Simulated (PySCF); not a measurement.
Si(Me)(Cl)3 (CH₃Cl₃Si), SMILES [Si](Cl)(Cl)(Cl)C.

Geometry: B3LYP-D3(BJ)/def2-SVP. The isomer is the one that the SMILES or the coordinates give; other isomers of the formula were not compared.

Calculation: PySCF with ωB97X/def2-TZVP.

Symmetry labels are those of the subgroup Cs that the program uses (full group C3v).

Computed valence orbital energies around the gap with their symmetry:
```csv
orbital,symmetry,energy (eV)
HOMO−7,A',-14.02
HOMO−6,A",-14.02
HOMO−5,A",-12.62
HOMO−4,A',-12.62
HOMO−3,A',-11.94
HOMO−2,A",-11.94
HOMO−1,A',-11.77
HOMO,A",-11.62
LUMO,A',2.16
LUMO+1,A",3.05
LUMO+2,A',3.05
LUMO+3,A',3.14
```
